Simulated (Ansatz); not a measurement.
Species: CH₆BSi, charge 0, doublet. CH6BSi (SMILES C[B][SiH3], doublet).
B3LYP-D3(BJ)/def2-TZVP minimum from Ansatz (a first-principles code):
```xyz
9

B      0.3062    -0.7063     0.2465
C      1.7915    -0.8594     0.5921
H      2.0517    -1.7518     1.1661
H      2.2356     0.0215     1.0702
H      2.2941    -0.9569    -0.3848
Si    -1.0389     0.6131    -0.3612
H     -2.1573     0.6043     0.6167
H     -1.5618     0.1578    -1.6752
H     -0.5973     2.0299    -0.5209
```
Charge 0, spin multiplicity 2.

Total energies in cc-pV(D+d)Z, 17 correlated electrons, 7 frozen orbitals. Open shells are spin-unrestricted; no spin-orbit coupling. Correlated methods leave the cores frozen. No relativity.

```tsv
method	program	energy (Eh)	minus CCSDT(Q) (mEh)
HF	Ansatz	-354.91022	374.24
MP2	Ansatz	-355.21791	66.55
CCSD	Ansatz	-355.27291	11.55
CCSD(T)	Ansatz	-355.28261	1.85
CCSDT(Q)	Ansatz	-355.28446	0.00
```

Rough core times of Ansatz's runs on a shared machine: CCSD(T) 30 s, CCSDT(Q) 40 min.
